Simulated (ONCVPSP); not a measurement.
## phosphorus (P): variants of one ONCV potential

Base potential:

ONCVPSP 4.0.1 input, shortened (lines: element, Z, core and valence counts, functional; n l f; lmax; l rc ep ncon nbas qcut; lloc lpopt rc5 dvloc0; l nproj debl; icmod fcfact rcfact), Wu-Cohen, scalar-relativistic:

```
  P 15.00    3    2  -118130      upf
    1    0    2.00
    2    0    2.00
    2    1    6.00
    3    0    2.00
    3    1    3.00
    2
    0    1.55    0.00    5    8    4.30
    1    1.80    0.00    3    7    5.50
    2    1.65    0.19    3    8    6.40
    4    5    1.05    0.00
    0    1    3.60
    1    1    2.40
    2    2    3.30
    0    0.00    0.00
```

All-electron outer shells of the reference configuration (Wu-Cohen, scalar-relativistic, ld1.x):

```tsv
shell	level (eV)	outermost node (bohr)	outermost maximum (bohr)
2s	-173.69	0.14	0.42
2p	-124.48	–	0.36
3s	-13.93	0.65	1.58
3p	-5.48	0.64	1.83
```

Cutoffs, loose and tight: the cutoffs (Ha) at which the residual kinetic energy of the hardest occupied pseudo-wave falls to 1 and 0.1 mHa per electron. They do not see the model core or the augmentation charge, which bear on the density cutoff. Test errors are all-electron minus pseudo excitation energies from the reference, over the configurations 3s2 3p2; 3s2 3p1; 3s2 3p0; 3s1 3p3. A dash means not determined; rows that change the core or the reference have their own tests.

For the base: The cutoffs count occupied waves only; projector 2 of the d channel, the hardest unoccupied one, needs 35 Ha at the loose tolerance.

```csv
change,outcome,"cutoff, loose","cutoff, tight",bound ghosts,GHOST(+) flags above zero,largest test error (meV)
base,generated,10 Ha,24 Ha,none,s,+166
functional PBE,generated,10 Ha,24 Ha,none,s,+81
"local potential polynomial inside 1.05 bohr (lpopt 5, dvloc0 7 Ha)",generated,10 Ha,24 Ha,none,none,+88
"local potential polynomial inside 0.95 bohr (lpopt 3, dvloc0 6 Ha)",generated,10 Ha,24 Ha,none,none,+90
```

Problem. What comes out with this change to the base: core correction Teter function, fcfact 4.5, rcfact 1.75?

Solution. outcome: generated; cutoff, loose: 10 Ha; cutoff, tight: 24 Ha; bound ghosts: none; GHOST(+) flags above zero: s; largest test error (meV): +22.
